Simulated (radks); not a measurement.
Spherical quantum dot in the effective-mass picture: electrons in a well V = -V0 / (1 + exp((r - R)/a)) with V0 = 16.9, R = 2.5, a = 0.17, all in effective atomic units (hartree* = m*/eps^2 hartree, bohr* = eps/m* bohr), one dielectric constant everywhere. Calculated with a radial shooting solver with Libxc functionals: non-relativistic Kohn-Sham, LDA (Slater exchange, Perdew-Wang correlation), spin-polarised, spherical densities. Levels are named by radial order and angular momentum (1s, 1p, 1d, 2s, ...), and open shells are averaged over m.

N = 23, configuration 1s2 1p6 1d10 1f(up 5, down 0). This is the lowest configuration that the search found. Occupied and some empty levels:

level,occupation,eigenvalue (hartree*),<r> (bohr*)
1s up,1,-4.0469,1.580
1s down,1,-3.9706,1.569
1p up,3,-3.5485,1.700
1p down,3,-3.4633,1.695
1d up,5,-2.7685,1.793
1d down,5,-2.6779,1.791
1f up,5,-1.7538,1.869
1f down,0,-1.6605,1.869
2s up,0,-1.6315,1.238
2s down,0,-1.5927,1.241
1g up,0,-0.53315,1.936
1g down,0,-0.43880,1.936
2p up,0,-0.32409,1.450
2p down,0,-0.27560,1.449

Energy (hartree*): total -197.507, kinetic 45.609, external -365.67, Hartree 136.95, exchange-correlation -14.389.
